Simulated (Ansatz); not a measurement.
Consider the cleavage of the B–B bond: `OBB(F)[SiH3]` + `O[SiH2][SiH3]` → `OBO[SiH2][SiH3]` + `FB[SiH3]`.

Program: Ansatz. Geometries: PBE0-D4/def2-TZVP. ΔE: electronic, gas phase. CBS: MP2 limit from def2 TZ/QZ plus the TZ coupled-cluster correction, frozen cores. Functionals use def2-TZVPP. One conformer a species, not always the lowest.

| level | ΔE (eV) |
| --- | --- |
| ωB97X-V | -1.78 |
| PBE | -1.64 |
| PBE0 | -1.72 |
| HF/def2-TZVPP | -1.97 |
| CCSD/def2-TZVPP | -1.84 |
| HF/def2-QZVPP | -1.98 |
| SCS-MP2/def2-QZVPP | -1.86 |
| MP2/CBS(def2) | -1.86 |

Question: What does CCSD(T)/CBS give? (Estimate.)

Answer: Ansatz gave: -1.80 eV. The listed levels differ from it by 0.02, 0.16, 0.08, -0.17, -0.04, -0.18, -0.06, -0.06 eV.

Largest T1 diagnostic among the species: 0.015.

In def2-TZVPP, CCSD(T) changes the Hartree–Fock value by +0.14 eV (the triples alone add +0.01 eV) and MP2 by +0.09 eV. From PBE to PBE0 (25 % exact exchange), in def2-TZVPP and without D4, ΔE moves by −0.07 eV.
